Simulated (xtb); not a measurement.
BrSi (SMILES [Si]Br), doublet, geometry from GFN2-xTB.

Input for xtb:
```
$ xtb mol.xyz --gfn 2 --uhf 1 --etemp 5000 --json

# file mol.xyz
2

Si    -0.00000000    -0.00000000    -1.67392232
Br     0.00000000     0.00000000     0.66956893
```

Q: What does this run give for the total energy (a free energy at this electronic temperature), partial charges in atom order, dipole moment?

A: 
| Item | Value |
|---|---|
| total energy (a free energy at this electronic temperature) | -5.7870 Eh |
| partial charges in atom order | Si1 0.36, Br2 -0.36 |
| dipole moment | 3.77 D |
